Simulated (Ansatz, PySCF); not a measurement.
Reaction (SMILES): O=c1cc1 -> O=c1[c]c1 + H atom (the C-H bond at the site shown breaks; other sites are not compared here)
Structures are relaxed separately at B3LYP-D3(BJ)/def2-TZVP in Ansatz (a quantum-chemistry and plane-wave program).

Quantity: bond dissociation energy (electronic energy difference), in kcal/mol. Correlated levels leave the core frozen unless marked. Open shells are spin-unrestricted. Spin-orbit coupling is left out. Non-relativistic. Basis-set limits of correlation are two-point, X^-3; Hartree-Fock from the larger set. The bracket is a focal-point correction in the basis named.

RI-MP2/CBS(cc-pVTZ,cc-pVQZ)+[CCSD(T)-MP2]/cc-pVTZ (Ansatz) gives 103.8 kcal/mol.

Question: Another calculation gave 108.6 kcal/mol. Which level was it?
(A) M06-2X/def2-TZVPD (PySCF)
(B) HSE06/def2-TZVPD (Ansatz)
(C) r2SCAN/def2-TZVPD (Ansatz)
(D) SVWN5/def2-TZVPD (Ansatz)

Answer: D, SVWN5/def2-TZVPD (Ansatz). The others give 97.6 (r2SCAN), 100.5 (HSE06), 103.3 (M06-2X) kcal/mol.
